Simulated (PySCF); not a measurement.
Species: C₆H₅NO.
Z-matrix (Å and degrees, PBE0-D3(BJ)/def2-SVP geometry), rows numbered from 1:
```
O 
C   1  1.2038
C   2  1.4898  1  123.93
C   3  1.3976  2  120.12  1     0.03
C   4  1.3898  3  118.02  2   179.96
C   5  1.3937  4  118.52  3     0.00
C   6  1.3971  5  118.80  4     0.01
N   7  1.3275  6  123.08  5    -0.01
H   2  1.1177  1  122.90  3   180.00
H   4  1.0920  3  118.98  2    -0.03
H   5  1.0928  4  120.79  3  -179.99
H   6  1.0922  5  121.11  4  -179.99
H   7  1.0960  6  120.25  5  -180.00
```

All values: B3LYP/def2-SVPD (PySCF, non-relativistic), on one gas-phase PBE0-D3(BJ)/def2-SVP geometry that isn't relaxed in the solvent. The solvent is an IEF-PCM continuum (van der Waals radii × 1.2), and excitations are vertical TDDFT with non-equilibrium linear response and a frozen core. The model holds no explicit solvent molecules, cavitation or dispersion.

Gas-phase singlets (H = HOMO, L = LUMO):

```
state  E (eV)  λ (nm)      f  leading configuration
   S1   3.479     356  0.000                H→L 95%
   S2   4.226     293  0.001              H-2→L 95%
   S3   4.854     255  0.002              H→L+1 84%
   S4   4.996     248  0.118              H-1→L 69%
   S5   5.374     231  0.001            H-2→L+1 83%
```

**Question.** How does the list change in chloroform (ε = 4.711)?

**Answer.** 
```csv
state,E (eV),λ (nm),f,leading configuration,change by rank (eV)
S1,3.594,345,0.000,H→L 93%,+0.115
S2,4.258,291,0.001,H-2→L 93%,+0.032
S3,4.853,255,0.202,H-1→L 82%,-0.001
S4,5.028,247,0.003,H→L+1 83%,+0.032
S5,5.325,233,0.124,H-3→L 58%,-0.049
```

**Question.** What are the lowest 5 singlets in dimethylsulfoxide (ε = 46.83)?

**Answer.** 
| state | E (eV) | λ (nm) | f | leading configuration | change by rank (eV) |
| --- | --- | --- | --- | --- | --- |
| S1 | 3.639 | 341 | 0.000 | H→L 92% | +0.160 |
| S2 | 4.278 | 290 | 0.001 | H-2→L 92% | +0.052 |
| S3 | 4.816 | 257 | 0.212 | H-1→L 83% | -0.038 |
| S4 | 5.097 | 243 | 0.003 | H→L+1 84% | +0.101 |
| S5 | 5.290 | 234 | 0.124 | H-3→L 62% | -0.084 |

**Question.** The ground-state energy changes by -0.281 eV from gas to dimethylsulfoxide. By how much does the total energy of gas-phase S1 change?

**Answer.** E(S1) = E(S0) + excitation energy, so it changes by -0.281 + 0.160 = -0.121 eV: it is lowered less than the ground state, which is what a blue shift means. This is the vertical state, with the slow part of the continuum still set for S0.

**Question.** How do the frontier levels move from gas to dimethylsulfoxide?

**Answer.** 
```tsv
orbital	gas (eV)	solvent (eV)	change (eV)	Löwdin shares, gas	Löwdin shares, solvent
LUMO+2	0.26	0.35	+0.09	C2 23 %, O1 14 %, C6 14 %, C7 12 %	C2 21 %, C6 14 %, C3 13 %, O1 13 %
LUMO+1	-1.44	-1.25	+0.19	C5 22 %, C7 19 %, C4 19 %, N8 18 %	C5 22 %, C7 19 %, C4 18 %, N8 18 %
LUMO	-2.44	-2.42	+0.02	C2 20 %, O1 20 %, C3 13 %, C6 13 %	C2 23 %, O1 21 %, C6 12 %, C3 12 %
HOMO	-7.36	-7.50	-0.14	O1 45 %, N8 15 %, C2 14 %, C3 9 %	O1 34 %, N8 23 %, C2 12 %, C3 10 %
HOMO-1	-7.89	-7.74	+0.15	C7 19 %, C3 18 %, C6 18 %, C4 18 %	C7 20 %, C3 19 %, C6 18 %, C4 18 %
HOMO-2	-7.96	-8.02	-0.06	N8 46 %, O1 18 %, C3 9 %, C7 9 %	N8 36 %, O1 27 %, C3 9 %, C7 7 %
HOMO-3	-8.65	-8.46	+0.19	C5 28 %, N8 23 %, C4 14 %, C6 14 %	C5 29 %, N8 22 %, C4 15 %, C6 14 %
```

The HOMO–LUMO gap goes from 4.92 to 5.08 eV.
